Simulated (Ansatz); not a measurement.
Program: Ansatz. Geometries: PBE0-D4/def2-TZVP. ΔE: electronic, gas phase. CBS: MP2 limit from def2 TZ/QZ plus the TZ coupled-cluster correction, frozen cores. This one scheme is used for every species. Each species was taken in one conformer, which may not be the lowest.

`NB([SiH3])CF` + CH₄ → `CB(N)[SiH3]` + `CF`  (formal exchange of groups at a B–C bond)

| species | CCSD(T)/CBS(def2) energy (Eh) |
| --- | --- |
| `NB([SiH3])CF` | -510.66286 |
| CH₄ | -40.46206 |
| `CB(N)[SiH3]` | -411.48616 |
| `CF` | -139.63461 |

Work out ΔE.

ΔE = (-411.48616) + (-139.63461) − (-510.66286) − (-40.46206) = 0.00415 Eh = +0.11 eV.

Largest T1 diagnostic among the species: 0.013.
